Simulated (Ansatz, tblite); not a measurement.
Forces on the cluster Ti2Al⁻ at its r2SCAN-D4/def2-TZVPD geometry. Total charge -1; singlet.

The xTB rows come from tblite. At r2SCAN-D4/def2-TZVPD the restricted singlet is unstable: a solution with broken spin symmetry lies lower. At r2SCAN-D4/def2-TZVPD the highest occupied level of the charge -1 singlet lies above zero (up to 0.43 eV). Its loss leaves the charge 0 doublet, which lies 0.76 eV higher (vertical, at r2SCAN-D4/def2-TZVPD), but this difference is unsure: the doublet is doubtful (geometry relaxed on an unsound state). The geometry of the singlet was relaxed on an unsound state (restricted singlet, unstable towards broken spin symmetry). At PBE0-D4/def2-TZVPD a quintet of charge -1 lies 0.83 eV below the restricted singlet, each at its own geometry. The structure comes from a short search, and lower isomers may exist.

GFN1-xTB (tblite), largest force 6.71 eV/Å:

```xyz
3
positions Å, forces eV/Å
Ti   -1.284   -0.208    0.344   -5.940   -3.089    0.430
Ti    0.454    1.172    0.478    4.274    5.025    1.220
Al    0.829   -0.964   -0.822    1.665   -1.936   -1.650
```

GFN2-xTB (tblite), largest force 6.43 eV/Å:

```
Ti -5.415 -3.476 0.032
Ti 4.571 4.456 0.804
Al 0.843 -0.980 -0.836
```

r2SCAN-D4/def2-TZVPD (Ansatz), largest force 0.02 eV/Å:

```
Ti 0.005 0.016 0.007
Ti -0.018 -0.002 0.005
Al 0.012 -0.014 -0.012
```
